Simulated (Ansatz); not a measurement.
## Molecular dynamics of AlClH4N2

Input:

```yaml
crystal:
  periodic: [false, false, false]
  atoms:
    - { symbol: Al, position_ang: [-0.003512, 0.03434, -0.0723] }
    - { symbol: Cl, position_ang: [-0.018537, 0.178467, 2.015387] }
    - { symbol: "N", position_ang: [1.518787, 0.095815, -0.896131] }
    - { symbol: H, position_ang: [1.65047, 0.024349, -1.926392] }
    - { symbol: H, position_ang: [2.445685, 0.187668, -0.432703] }
    - { symbol: "N", position_ang: [-1.514422, -0.136928, -0.901458] }
    - { symbol: H, position_ang: [-2.447828, -0.169555, -0.443222] }
    - { symbol: H, position_ang: [-1.630643, -0.214156, -1.933181] }
basis:
  gaussian: { orbitals: STO-3G }
hamiltonian:
  xc: pbe
md:
  timestep: 1.0
  n_steps: 166
  ensemble: nvt_langevin
  temperature: 3000.0
  initial_velocities: maxwell_boltzmann
  seed: 105321
  friction: 0.01
```

Command:

```bash
$ ansatz run input.yaml --threads 1 --pin off --max-ram 2048MiB --backend cpu --events-out ev --progress --plain --runs-dir out
```

It starts from a relaxed structure.

Output, in part (one step line in 6, the closing report, with atoms numbered from 0):

```
md step     0: t =     0.00 fs  T =  2625.0 K  F+E_penalty+E_count = -21899.60741181 eV  E_kin = 2.714460 eV  (22 SCF iters)
md step     6: t =     6.00 fs  T =  1100.7 K  F+E_penalty+E_count = -21898.58246446 eV  E_kin = 1.138237 eV  (24 SCF iters)
md step    12: t =    12.00 fs  T =  1311.5 K  F+E_penalty+E_count = -21898.68071548 eV  E_kin = 1.356239 eV  (24 SCF iters)
md step    18: t =    18.00 fs  T =  1975.3 K  F+E_penalty+E_count = -21899.13161845 eV  E_kin = 2.042582 eV  (23 SCF iters)
md step    24: t =    24.00 fs  T =  1735.9 K  F+E_penalty+E_count = -21898.10846847 eV  E_kin = 1.795042 eV  (25 SCF iters)
md step    30: t =    30.00 fs  T =  1772.5 K  F+E_penalty+E_count = -21898.36859331 eV  E_kin = 1.832914 eV  (26 SCF iters)
md step    36: t =    36.00 fs  T =  1405.8 K  F+E_penalty+E_count = -21898.06597062 eV  E_kin = 1.453689 eV  (24 SCF iters)
md step    42: t =    42.00 fs  T =  1697.2 K  F+E_penalty+E_count = -21898.48364165 eV  E_kin = 1.755088 eV  (27 SCF iters)
md step    48: t =    48.00 fs  T =  2177.9 K  F+E_penalty+E_count = -21898.66137881 eV  E_kin = 2.252103 eV  (24 SCF iters)
md step    54: t =    54.00 fs  T =  2551.1 K  F+E_penalty+E_count = -21898.27705310 eV  E_kin = 2.638062 eV  (25 SCF iters)
md step    60: t =    60.00 fs  T =  2392.4 K  F+E_penalty+E_count = -21898.34944209 eV  E_kin = 2.473912 eV  (24 SCF iters)
md step    66: t =    66.00 fs  T =  2578.0 K  F+E_penalty+E_count = -21898.80683331 eV  E_kin = 2.665853 eV  (25 SCF iters)
md step    72: t =    72.00 fs  T =  2581.2 K  F+E_penalty+E_count = -21898.68478777 eV  E_kin = 2.669180 eV  (24 SCF iters)
md step    78: t =    78.00 fs  T =  2517.4 K  F+E_penalty+E_count = -21898.38004467 eV  E_kin = 2.603168 eV  (26 SCF iters)
md step    84: t =    84.00 fs  T =  2448.5 K  F+E_penalty+E_count = -21898.11484156 eV  E_kin = 2.531936 eV  (26 SCF iters)
md step    90: t =    90.00 fs  T =  2959.8 K  F+E_penalty+E_count = -21898.69308074 eV  E_kin = 3.060671 eV  (26 SCF iters)
md step    96: t =    96.00 fs  T =  2347.1 K  F+E_penalty+E_count = -21898.40444369 eV  E_kin = 2.427090 eV  (26 SCF iters)
md step   102: t =   102.00 fs  T =  2360.6 K  F+E_penalty+E_count = -21898.27309059 eV  E_kin = 2.441021 eV  (26 SCF iters)
md step   108: t =   108.00 fs  T =  2644.6 K  F+E_penalty+E_count = -21898.38040025 eV  E_kin = 2.734699 eV  (26 SCF iters)
md step   114: t =   114.00 fs  T =  3473.7 K  F+E_penalty+E_count = -21898.87808071 eV  E_kin = 3.592133 eV  (26 SCF iters)
md step   120: t =   120.00 fs  T =  2532.6 K  F+E_penalty+E_count = -21898.84387422 eV  E_kin = 2.618919 eV  (25 SCF iters)
md step   126: t =   126.00 fs  T =  2549.3 K  F+E_penalty+E_count = -21898.37692218 eV  E_kin = 2.636144 eV  (24 SCF iters)
md step   132: t =   132.00 fs  T =  3077.6 K  F+E_penalty+E_count = -21898.92753581 eV  E_kin = 3.182525 eV  (25 SCF iters)
md step   138: t =   138.00 fs  T =  2913.3 K  F+E_penalty+E_count = -21898.83354216 eV  E_kin = 3.012535 eV  (25 SCF iters)
md step   144: t =   144.00 fs  T =  2606.9 K  F+E_penalty+E_count = -21898.59358102 eV  E_kin = 2.695751 eV  (26 SCF iters)
md step   150: t =   150.00 fs  T =  2722.5 K  F+E_penalty+E_count = -21898.83537264 eV  E_kin = 2.815320 eV  (23 SCF iters)
md step   156: t =   156.00 fs  T =  2569.2 K  F+E_penalty+E_count = -21897.99455644 eV  E_kin = 2.656799 eV  (26 SCF iters)
md step   162: t =   162.00 fs  T =  1962.2 K  F+E_penalty+E_count = -21897.71725634 eV  E_kin = 2.029050 eV  (26 SCF iters)
md step   166: t =   166.00 fs  T =  1798.1 K  F+E_penalty+E_count = -21897.21432857 eV  E_kin = 1.859390 eV  (24 SCF iters)
Total energy: -21897.21435100 eV, -804.7077849344 hartree
Atom 0 at    -0.364610    -1.761727     0.081954 Å, force    -2.774219    -2.446660     0.601572 eV/Å
Atom 1 at     0.567666     0.101814     0.642784 Å, force    -0.001684    -0.940640    -0.614384 eV/Å
Atom 2 at     0.084573    -3.666870    -0.369904 Å, force    -2.693156     2.802968    -1.277721 eV/Å
Atom 3 at    -0.803025    -4.283795    -0.004460 Å, force     2.202060     1.560433     0.170929 eV/Å
Atom 4 at     0.848186    -3.704628     0.330014 Å, force     0.957213    -1.368771     1.647323 eV/Å
Atom 5 at    -2.177812    -1.461135     0.448259 Å, force     0.841704    -9.172093    -2.437368 eV/Å
Atom 6 at    -2.109453    -0.591285     0.818209 Å, force    -1.180576     5.791267     3.664460 eV/Å
Atom 7 at    -2.846231    -2.284951     1.008567 Å, force     2.648658     3.773496    -1.754812 eV/Å
Dipole moment:    -0.148030    -0.447263     0.252770 e Å
```

All steps were run. A run of 0.17 ps of so small a system gives no equilibrium averages. Limits of this set-up: minimal basis.

The same pairs are bonded in the first frame and the last. Pairs count as bonded within 1.25 times the sum of covalent radii (0.12 Å more for H–H).

Last frame:

```xyz
8
Properties=species:S:1:pos:R:3
Al -0.365 -1.762 0.082
Cl 0.568 0.102 0.643
N 0.085 -3.667 -0.370
H -0.803 -4.284 -0.004
H 0.848 -3.705 0.330
N -2.178 -1.461 0.448
H -2.110 -0.591 0.818
H -2.846 -2.285 1.009
```

Time of the run: 3.6 min on 1 thread of Arm Neoverse V2, with other jobs on the host, peak memory 0.081 GiB.
